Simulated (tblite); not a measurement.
A geometry optimisation, step by step.

Compound: CH14N2OSi4.
Atom-mapped SMILES: `[CH3:1][SiH2:2][N:3]([SiH3:4])[Si@:5]([NH2:6])([OH:7])[SiH3:8]` (hydrogens: H9, H10, H11 on C1; H12, H13 on Si2; H14, H15, H16 on Si4; H17, H18 on N6; H19 on O7; H20, H21, H22 on Si8)

Computed with GFN2-xTB (tblite), gas phase: L-BFGS steps from a force-field or distance-geometry start until the largest atomic force falls under 0.01 eV/Å. 6 of its 232 geometries are shown.

Step 0: E = -712.5486 eV, largest atomic force 2.131 eV/Å
```
atom  x, y, z in Å  |  force x, y, z in eV/Å
C1      2.661   -0.736   -0.143    1.496  -0.519   0.430
Si2     1.739    0.418   -1.275    0.357   0.217  -0.765
N3      0.044    0.624   -0.927   -0.149   0.463   1.053
Si4    -0.379    2.125   -0.086    0.210   0.004  -0.378
Si5    -0.804   -0.744   -0.202    0.736  -1.345  -1.200
N6      0.249   -1.413    1.082   -1.469   0.688   1.382
O7     -1.137   -1.899   -1.421   -0.883   0.726   1.376
Si8    -2.673   -0.079    0.822   -1.060   0.171   0.357
H9      2.305   -1.778   -0.193    0.064   0.679   0.315
H10     3.709   -0.767   -0.520   -0.579  -0.008   0.269
H11     2.748   -0.373    0.905   -0.261  -0.496  -0.724
H12     1.978   -0.083   -2.643   -0.347   0.052   0.039
H13     2.427    1.727   -1.185   -0.213  -0.051  -0.011
H14     0.546    3.225   -0.384   -0.096  -0.273  -0.002
H15    -0.445    1.891    1.375    0.148   0.103  -0.068
H16    -1.739    2.491   -0.484    0.230   0.178  -0.256
H17    -0.312   -2.057    1.713    1.052   0.831  -0.969
H18     0.493   -0.582    1.698   -0.126  -1.495  -0.870
H19    -2.081   -2.190   -1.387    1.447   0.278  -0.220
H20    -3.817   -0.925    0.409    0.026   0.094   0.234
H21    -3.031    1.312    0.554   -0.385  -0.230   0.183
H22    -2.494   -0.168    2.291   -0.198  -0.067  -0.173
```

Step 46: E = -713.6620 eV, largest atomic force 0.072 eV/Å
```
atom  x, y, z in Å  |  force x, y, z in eV/Å
C1      2.838   -0.767   -0.255   -0.016  -0.002  -0.009
Si2     1.678    0.357   -1.247   -0.037   0.009  -0.045
N3      0.232    0.751   -0.341    0.002  -0.022  -0.018
Si4    -0.278    2.381   -0.052    0.023  -0.043   0.005
Si5    -0.808   -0.595    0.067   -0.043   0.050  -0.007
N6      0.104   -1.583    1.170   -0.013   0.002   0.004
O7     -0.936   -1.418   -1.340   -0.014  -0.033  -0.016
Si8    -2.912   -0.099    0.846    0.002   0.042  -0.025
H9      2.416   -1.762   -0.167   -0.007  -0.026   0.029
H10     3.804   -0.856   -0.743    0.009   0.015  -0.026
H11     3.008   -0.389    0.748    0.011   0.020   0.004
H12     1.302   -0.277   -2.512    0.016  -0.010  -0.023
H13     2.331    1.639   -1.531    0.031   0.034   0.022
H14     0.798    3.292   -0.424    0.020  -0.003  -0.001
H15    -0.561    2.502    1.383   -0.048   0.007   0.053
H16    -1.486    2.690   -0.826   -0.007   0.014  -0.004
H17    -0.348   -2.389    1.572    0.026  -0.010   0.029
H18     0.642   -1.109    1.876   -0.012  -0.028   0.006
H19    -1.438   -2.225   -1.396    0.037  -0.014   0.010
H20    -3.877   -1.110    0.376   -0.009  -0.038   0.016
H21    -3.520    1.181    0.481    0.023   0.027   0.008
H22    -2.998   -0.196    2.312    0.005   0.010  -0.009
```

Step 92: E = -713.8072 eV, largest atomic force 0.093 eV/Å
```
atom  x, y, z in Å  |  force x, y, z in eV/Å
C1      2.817   -0.742   -0.398    0.024   0.006  -0.012
Si2     1.555    0.345   -1.297   -0.003   0.001  -0.077
N3      0.179    0.693   -0.284   -0.039  -0.022  -0.062
Si4    -0.235    2.330    0.120   -0.037  -0.028  -0.063
Si5    -0.877   -0.660    0.112   -0.016   0.015  -0.006
N6      0.067   -1.586    1.244   -0.030  -0.030   0.034
O7     -1.149   -1.658   -1.149   -0.027   0.035   0.047
Si8    -2.983   -0.033    0.751    0.008  -0.068  -0.034
H9      2.365   -1.654   -0.025   -0.011  -0.009   0.019
H10     3.636   -1.014   -1.056    0.010  -0.001  -0.009
H11     3.236   -0.209    0.448    0.052  -0.012   0.076
H12     1.110   -0.353   -2.516   -0.020   0.037  -0.005
H13     2.147    1.635   -1.663    0.005  -0.021  -0.023
H14     0.997    3.120    0.175   -0.031  -0.025   0.008
H15    -0.899    2.346    1.428    0.023  -0.057   0.019
H16    -1.153    2.869   -0.894    0.048   0.024   0.024
H17    -0.352   -2.426    1.610   -0.003  -0.028  -0.012
H18     0.491   -1.080    2.003    0.056   0.043   0.043
H19    -0.459   -2.224   -1.487    0.036   0.056  -0.007
H20    -4.031   -1.033    0.492    0.061  -0.001   0.009
H21    -3.476    1.216    0.172   -0.038   0.062  -0.007
H22    -2.997    0.138    2.212   -0.068   0.022   0.039
```

Step 139: E = -713.8478 eV, largest atomic force 0.080 eV/Å
```
atom  x, y, z in Å  |  force x, y, z in eV/Å
C1      2.793   -0.672   -0.572    0.001  -0.026   0.009
Si2     1.446    0.344   -1.435   -0.030  -0.001  -0.030
N3      0.143    0.664   -0.324   -0.010   0.054  -0.003
Si4    -0.041    2.267    0.317   -0.025  -0.075   0.013
Si5    -0.885   -0.667    0.186    0.011   0.027   0.002
N6      0.009   -1.441    1.464    0.010   0.021  -0.007
O7     -1.059   -1.786   -0.984    0.039   0.000  -0.040
Si8    -3.062   -0.095    0.596   -0.026  -0.038  -0.014
H9      2.346   -1.494   -0.021    0.027  -0.018   0.010
H10     3.508   -1.084   -1.278   -0.004   0.010  -0.008
H11     3.345   -0.064    0.139   -0.007  -0.004  -0.006
H12     0.917   -0.385   -2.599   -0.007  -0.014   0.017
H13     1.946    1.643   -1.887    0.034   0.019  -0.019
H14     1.275    2.780    0.714   -0.025   0.002   0.031
H15    -0.923    2.162    1.486    0.029   0.024  -0.042
H16    -0.622    3.146   -0.706    0.000  -0.026   0.033
H17    -0.400   -2.272    1.862    0.034   0.019   0.021
H18     0.372   -0.857    2.200   -0.006  -0.016  -0.005
H19    -0.294   -2.200   -1.377   -0.013   0.003   0.019
H20    -3.951   -1.248    0.378   -0.020   0.063   0.036
H21    -3.632    1.015   -0.177    0.022  -0.010   0.010
H22    -3.244    0.264    2.014   -0.034  -0.014  -0.028
```

Step 185: E = -713.8808 eV, largest atomic force 0.026 eV/Å
```
atom  x, y, z in Å  |  force x, y, z in eV/Å
C1      2.747   -0.565   -0.914    0.004  -0.017  -0.013
Si2     1.236    0.379   -1.575   -0.011  -0.006  -0.003
N3      0.101    0.651   -0.283   -0.005   0.013   0.004
Si4     0.199    2.097    0.664    0.001   0.010  -0.008
Si5    -0.883   -0.683    0.296    0.004   0.002  -0.018
N6     -0.067   -1.185    1.748   -0.016  -0.001   0.008
O7     -0.838   -1.957   -0.717    0.015  -0.019   0.008
Si8    -3.121   -0.182    0.303   -0.013  -0.019   0.006
H9      2.446   -1.316   -0.188   -0.002  -0.003   0.000
H10     3.295   -1.065   -1.706    0.008   0.013  -0.016
H11     3.436    0.110   -0.414    0.008   0.001   0.007
H12     0.548   -0.392   -2.617    0.003  -0.007   0.003
H13     1.611    1.692   -2.102    0.017   0.001  -0.010
H14     1.354    2.076    1.577   -0.023  -0.001  -0.012
H15    -1.038    2.173    1.446   -0.007   0.000   0.014
H16     0.315    3.226   -0.256    0.003   0.010   0.009
H17    -0.445   -1.970    2.255   -0.004   0.003   0.006
H18     0.201   -0.462    2.396   -0.006  -0.009   0.011
H19    -0.009   -2.388   -0.914   -0.011   0.012   0.002
H20    -3.966   -1.377    0.160    0.007   0.003   0.002
H21    -3.572    0.747   -0.740    0.006   0.015   0.002
H22    -3.561    0.409    1.580    0.020   0.000  -0.004
```

Step 231: E = -713.8861 eV, largest atomic force 0.010 eV/Å
```
atom  x, y, z in Å  |  force x, y, z in eV/Å
C1      2.774   -0.574   -1.001   -0.002   0.000   0.001
Si2     1.227    0.367   -1.577   -0.001  -0.002   0.003
N3      0.125    0.635   -0.256   -0.002  -0.001   0.000
Si4     0.197    2.092    0.678    0.001  -0.003  -0.003
Si5    -0.873   -0.686    0.329   -0.007   0.006  -0.004
N6     -0.124   -1.142    1.830    0.006  -0.007   0.003
O7     -0.793   -1.989   -0.641    0.006  -0.003  -0.003
Si8    -3.110   -0.184    0.279    0.000   0.000   0.007
H9      2.512   -1.434   -0.390   -0.001   0.002   0.000
H10     3.359   -0.928   -1.844   -0.001   0.004   0.003
H11     3.417    0.065   -0.401   -0.008  -0.004   0.001
H12     0.510   -0.403   -2.599   -0.001  -0.006  -0.006
H13     1.593    1.682   -2.111    0.001   0.003  -0.005
H14     1.296    2.051    1.657    0.001   0.002  -0.003
H15    -1.080    2.202    1.390    0.001   0.000   0.005
H16     0.390    3.212   -0.240    0.001   0.004   0.003
H17    -0.511   -1.931    2.324   -0.004  -0.007   0.004
H18     0.086   -0.407    2.485    0.007   0.006   0.002
H19     0.047   -2.405   -0.823    0.008  -0.003   0.002
H20    -3.961   -1.364    0.069    0.002   0.009  -0.004
H21    -3.522    0.799   -0.730   -0.004   0.004  -0.007
H22    -3.568    0.362    1.570   -0.003  -0.004   0.001
```

**Question.** Summarise the path.

**Answer.** The energy falls by 30.84 kcal/mol from step 0 to step 231; nine tenths of that is first reached at step 82. It rises by more than 0.2 meV at steps 61, 64, 67 and 76. The largest force goes from 2.131 to 0.010 eV/Å. Among the bonds Si5–O7 changes most, from 1.712 to 1.627 Å; the atoms move by 1.266 Å rms after alignment.

**Question.** Follow the three bonds and two angles with the largest change from start to end.

**Answer.** 
```csv
step,E above end (kcal/mol),largest force (eV/Å),Si5–O7 (Å),Si5–Si8 (Å),N6–H18 (Å),N6–Si5–Si8 (°),Si5–N6–H18 (°)
0,30.84,2.131,1.712,2.233,1.063,105.9,104.9
10,12.07,0.339,1.643,2.320,1.008,105.9,114.0
20,7.98,0.272,1.636,2.325,1.008,110.8,117.9
30,5.75,0.151,1.633,2.291,1.005,111.9,117.6
40,5.34,0.093,1.635,2.291,1.007,112.5,117.1
50,5.05,0.075,1.636,2.298,1.005,112.9,118.1
60,4.72,0.200,1.639,2.301,1.005,113.0,118.6
70,4.32,0.657,1.635,2.300,1.008,114.8,116.3
80,3.42,0.330,1.636,2.290,1.007,114.6,118.1
90,2.00,0.384,1.631,2.289,1.007,118.0,116.4
100,1.40,0.061,1.629,2.288,1.007,118.2,118.4
110,1.30,0.027,1.629,2.290,1.007,118.3,117.8
121,1.23,0.057,1.629,2.290,1.007,118.3,118.1
131,1.10,0.117,1.630,2.288,1.007,117.9,117.9
141,0.82,0.074,1.627,2.288,1.008,118.0,117.5
151,0.53,0.070,1.627,2.292,1.008,118.1,117.3
161,0.38,0.090,1.627,2.292,1.008,118.9,116.9
171,0.23,0.033,1.627,2.293,1.007,120.6,117.3
181,0.15,0.041,1.627,2.293,1.007,121.1,117.3
191,0.09,0.039,1.628,2.293,1.007,120.9,117.1
201,0.06,0.022,1.628,2.294,1.007,120.6,117.5
211,0.03,0.020,1.628,2.293,1.007,120.2,117.8
221,0.01,0.017,1.628,2.295,1.007,119.9,117.4
231,0.00,0.010,1.627,2.293,1.007,119.8,117.4
```

The cost below is that of the whole relaxation. The run took 2.9 s wall on Intel Xeon 6975P-C, one thread, on a shared host.
